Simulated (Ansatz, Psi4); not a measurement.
Here is a job for Psi4.
```
memory 2 GB

molecule {
0 2
  F     0.00000000    0.00000000    0.00000000
}

set basis cc-pvtz
set reference uks
set scf_type pk
set puream true
set d_convergence 1e-8
set dft_radial_points 99
set dft_spherical_points 590

energy('b97m-v')
print_variables()
```

Problem. Write the same job for Ansatz (an electronic-structure program).

Solution. This is not unique; one that fits is 
Ansatz 0.2 input:
```yaml
crystal:
  periodic: [false, false, false]
  atoms:
    - {symbol: F, position_ang: [0.00000000, 0.00000000, 0.00000000]}
basis:
  gaussian:
    orbitals: cc-pVTZ
hamiltonian:
  xc: {name: B97M-V}
magnetization: {spin_polarized: true, initial_magnetization: 1}
accuracy: high
```

Both were run: Psi4 gave -99.724348 Eh and Ansatz -99.724348 Eh, 0.000 mEh apart.
